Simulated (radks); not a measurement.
Exchange energies: the exact (Fock) value of the Kohn-Sham orbitals and density-functional approximations, as 100 (|E| - |E exact|)/|E exact|, negative where the magnitude is too small. Species: Be [He] 2s2; Tc42+ 1s1. All-electron calculation, non-relativistic Kohn-Sham, exchange-only PBE, spin-polarised, spherical densities, point nucleus. Program: a radial shooting solver on a logarithmic mesh with Libxc functionals. Every spin shell is full or empty, so the densities are truly spherical. Functionals are evaluated on that one density, not self-consistently.

functional             Be     Tc42+
exact (hartree)  -2.65221  -13.4311
LDA                -13.14    -14.22
B88                 -0.13     -0.87
revPBE              +0.36     -0.62
PW86                +0.80     -0.35
OPTX                +0.07     -0.60
AM05               -10.31    -11.02
SOGGA               -5.49     -6.55
B86b                -0.06     -1.14
EV93                +4.94     +3.70
APBE                +0.67     -0.56
TPSS                +0.51     +0.01
SCAN                -0.17     0.00
r2SCAN              -0.22     0.00
